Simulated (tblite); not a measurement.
C₃H₇Br₂FSi.
Numbering: `[F:1][CH2:2][C@H:3]([Br:4])[SiH2:5][CH2:6][Br:7]` (hydrogens: H8, H9 on C2; H10 on C3; H11, H12 on Si5; H13, H14 on C6)

Computed with GFN2-xTB (tblite), gas phase: L-BFGS steps from a force-field or distance-geometry start until the largest atomic force falls under 0.01 eV/Å.

Step 4: E = -669.6758 eV
```
atom  x, y, z in Å  |  force x, y, z in eV/Å
F1     -0.7743    1.6735    0.9788   -0.018  -0.045   0.022
C2     -1.6021    0.6142    0.7026    0.038  -0.052  -0.080
C3     -1.0538   -0.1373   -0.5010    0.158   0.052   0.000
Br4    -2.3260   -1.5374   -0.9769   -0.053  -0.026   0.035
Si5     0.6359   -1.0124   -0.2250   -0.067   0.179   0.050
C6      1.9798    0.3039    0.0727   -0.033  -0.103   0.064
Br7     2.2231    1.3868   -1.5316   -0.040  -0.027   0.003
H8     -2.6000    1.0221    0.5067    0.015   0.035   0.003
H9     -1.6301   -0.0094    1.6045   -0.003  -0.022  -0.072
H10    -1.0176    0.5362   -1.3615   -0.057  -0.020   0.041
H11     0.9613   -1.7947   -1.4046   -0.010  -0.031  -0.192
H12     0.5267   -1.8501    0.9640   -0.052  -0.060   0.141
H13     1.7453    0.9871    0.8855    0.066   0.017  -0.058
H14     2.9311   -0.1831    0.2637    0.056   0.103   0.042
```

Step 5: E = -669.6799 eV
```
atom  x, y, z in Å  |  force x, y, z in eV/Å
F1     -0.7742    1.6710    0.9809   -0.016  -0.027   0.013
C2     -1.6034    0.6139    0.7001    0.058  -0.056  -0.057
C3     -1.0511   -0.1368   -0.5034    0.096   0.057   0.022
Br4    -2.3279   -1.5379   -0.9739   -0.029  -0.012   0.029
Si5     0.6380   -1.0181   -0.2233   -0.077   0.153   0.019
C6      1.9804    0.3018    0.0750    0.002  -0.067   0.062
Br7     2.2209    1.3863   -1.5320   -0.044  -0.052   0.018
H8     -2.6020    1.0257    0.5057    0.071  -0.005   0.006
H9     -1.6281   -0.0117    1.6012   -0.033  -0.016  -0.082
H10    -1.0221    0.5398   -1.3625   -0.024  -0.057   0.043
H11     0.9599   -1.7945   -1.4152   -0.029   0.021  -0.074
H12     0.5233   -1.8530    0.9733   -0.039  -0.010   0.044
H13     1.7499    0.9914    0.8847    0.039  -0.022  -0.069
H14     2.9359   -0.1784    0.2671    0.026   0.094   0.026
```

Step 6: E = -669.6819 eV
```
atom  x, y, z in Å  |  force x, y, z in eV/Å
F1     -0.7744    1.6693    0.9822   -0.001  -0.009   0.013
C2     -1.6032    0.6129    0.6979    0.051  -0.030  -0.023
C3     -1.0483   -0.1357   -0.5042    0.020   0.024   0.018
Br4    -2.3293   -1.5384   -0.9718   -0.003   0.006   0.030
Si5     0.6379   -1.0188   -0.2222   -0.045   0.064   0.001
C6      1.9808    0.2997    0.0771    0.023  -0.027   0.031
Br7     2.2189    1.3850   -1.5318   -0.046  -0.064   0.021
H8     -2.6017    1.0273    0.5053    0.084  -0.025  -0.004
H9     -1.6277   -0.0132    1.5981   -0.043  -0.028  -0.069
H10    -1.0248    0.5407   -1.3624   -0.003  -0.051   0.015
H11     0.9585   -1.7937   -1.4215   -0.046   0.066   0.012
H12     0.5208   -1.8545    0.9787   -0.032   0.029  -0.025
H13     1.7529    0.9933    0.8833    0.015  -0.022  -0.043
H14     2.9389   -0.1744    0.2694    0.026   0.066   0.022
```

Q: Estimate the geometry and energy of step 7. (The exact step hangs on the optimiser's Hessian estimate; all steps are aligned on step 6, rigid shifts and turns removed.)

A: E = -669.6832 eV, largest force 0.118 eV/Å
```
atom  x, y, z in Å  |  force x, y, z in eV/Å
F1     -0.7745    1.6682    0.9831    0.018   0.003   0.018
C2     -1.6020    0.6119    0.6963    0.034   0.000   0.007
C3     -1.0463   -0.1348   -0.5043   -0.034  -0.012   0.002
Br4    -2.3301   -1.5385   -0.9700    0.015   0.015   0.032
Si5     0.6369   -1.0176   -0.2216   -0.004  -0.013  -0.004
C6      1.9813    0.2979    0.0787    0.030   0.002   0.001
Br7     2.2169    1.3829   -1.5312   -0.045  -0.064   0.012
H8     -2.5997    1.0277    0.5049    0.067  -0.026  -0.017
H9     -1.6283   -0.0147    1.5950   -0.039  -0.043  -0.044
H10    -1.0263    0.5401   -1.3621    0.010  -0.030  -0.016
H11     0.9568   -1.7919   -1.4247   -0.054   0.089   0.055
H12     0.5188   -1.8547    0.9810   -0.029   0.050  -0.060
H13     1.7548    0.9940    0.8818   -0.004  -0.007  -0.009
H14     2.9412   -0.1709    0.2710    0.036   0.036   0.022
```

The energy changes by -0.0013 eV. The first-order estimate −F·Δx gives -0.0018 eV and the mean of the old and new forces, exact on a quadratic surface, -0.0013 eV. The step makes an angle of 43° with the force vector and moves no atom by more than 0.004 Å.

What follows is the cost of the whole relaxation. Hardware: Intel Xeon 6975P-C, one thread, no GPU, shared host. Cost: 0.45 s of wall time.
